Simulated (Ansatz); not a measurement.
(HZn-mu-Cl)2 (Zn₂H₂Cl₂). The state is a singlet with charge 0. Geometry PBE-D4/def2-SVP, basis def2-TZVP, Ansatz.

```xyz
6

Cl    1.6470   -0.1642   -0.3165
Cl   -1.6468    0.1682    0.3154
Zn    0.3370    0.4127    1.5402
Zn   -0.3370   -0.4123   -1.5402
H     0.6557    0.8002    2.9965
H    -0.6559   -0.8045   -2.9953
```

| run | HOMO (eV) | LUMO (eV) |
| --- | --- | --- |
| A | -11.33 | 1.66 |
| B | -8.45 | -0.63 |
| C | -7.24 | -1.51 |
| D | -7.55 | -1.13 |
| E | -7.38 | -1.76 |

Q: The runs used HF, LDA (SPW92), PBE, PBE0, r2SCAN. Estimate which is which.

A: A HF (100 % exact exchange); B PBE0 (25 % exact exchange); C PBE (0 % exact exchange); D r2SCAN (0 % exact exchange); E LDA (SPW92) (0 % exact exchange). Exact exchange lowers occupied and raises empty levels; among semilocal functionals meta-GGAs tend to open the gap a little, and such runs are hard to tell apart. The gap grows from 5.62 eV (LDA (SPW92)) to 12.99 eV (HF).
